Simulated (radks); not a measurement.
The numbers below are computed, except where a source is named.
Task: Level of theory: scalar-relativistic Kohn-Sham, r2SCAN, spin-polarised, spherical densities, finite nucleus; open shells are filled with parallel spins first (spin-orbit coupling, left out, can overturn this in heavy ions); meta-GGA in the generalised Kohn-Sham scheme; Fermi nuclear charge, rms radius of each element as measured or else 0.836 A^(1/3) + 0.57 fm (a radial shooting solver on a logarithmic mesh with Libxc functionals). Each species is in its NIST ground configuration. Rank N, P, Bi, As, Sb by mean radius of the outermost orbital (bohr), largest first.

Result: Bi 2.98, Sb 2.85, As 2.49, P 2.31, N 1.41.
